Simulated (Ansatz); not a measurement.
Ideal-gas functions of CH2I, SMILES `[CH2]I` radical at 800 K and 1 bar, from an Ansatz frequency run at PBE0-D4/def2-TZVP.

Molar mass 140.93 g/mol, point group C2v (symmetry number 2), electronic degeneracy 2, moments of inertia 1.815, 56.281, 58.096 u Å². Harmonic wavenumbers (cm⁻¹, unscaled): 223, 642, 853, 1357, 3185, 3338.

Use S(trans) = R[1.5 ln M + 2.5 ln T − 1.1517]; rotational temperatures θ = 24.2544 K / I; S(rot) = R[ln(√π/σ · √(T³/θAθBθC)) + 1.5]; for each mode x = 1.438777 ν̃/T, S = R[x/(eˣ − 1) − ln(1 − e⁻ˣ)] and H = RT x/(eˣ − 1); 1 cm⁻¹ = 0.0119627 kJ/mol; R = 8.31446 J/(mol·K).

Task: By hand: the entropy, in J/(mol·K).

Result: Translation 191.1. Rotation: θ = 13.3633, 0.431, 0.4175 K, giving 91.2. Vibration, mode by mode: 15.97, 7.57, 5.53, 2.69, 0.18, 0.14, in all 32.1. Electronic 5.8. Sum 320.2 J/(mol·K).

Task: By hand: H − E and G − E in kJ/mol, counted from the electronic energy.

Result: Zero-point energy ½ × 9598 × 0.0119627 = 57.4; thermal vibration 13.5; translation, rotation and pV give 4 RT = 26.6. H − E = 97.5 kJ/mol, and G − E = 97.5 − 800 × 320.2/1000 = -158.7 kJ/mol.

Vibration gives 10 % of the entropy.
